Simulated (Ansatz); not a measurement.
Consider the ligand exchange at a B–O bond: `CCB(O)OC` + `O[SiH3]` → `CCB(O)O[SiH3]` + CH₃OH.

Program: Ansatz. Geometries: PBE0-D4/def2-TZVP. ΔE: electronic, gas phase. CCSD(T)/CBS adds triple-zeta CCSD(T) − MP2 to the extrapolated MP2 energy (def2 sets, frozen cores). This one scheme is used for every species. DFT in def2-TZVPP. Each species was taken in one conformer, which may not be the lowest.

```
             level  ΔE (kJ/mol)  difference from CCSD(T)/CBS
            PBE-D4          0.1                          1.6
           PBE0-D4         -1.6                         -0.1
              PBE0         -0.3                          1.2
SCS-MP2/def2-TZVPP         -0.8                          0.7
   CCSD/def2-TZVPP         -1.6                         -0.1
CCSD(T)/def2-TZVPP         -0.9                          0.6
    MP2/def2-QZVPP         -0.3                          1.2
SCS-MP2/def2-QZVPP         -1.3                          0.2
     MP2/CBS(def2)         -0.4                          1.1
    CCSD/CBS(def2)         -2.2                         -0.7
       CCSD(T)/CBS         -1.5                            0
```

Largest T1 diagnostic among the species: 0.012.

In def2-TZVPP, CCSD(T) changes the Hartree–Fock value by +4.5 kJ/mol (the triples alone add +0.7 kJ/mol) and MP2 by +5.6 kJ/mol.
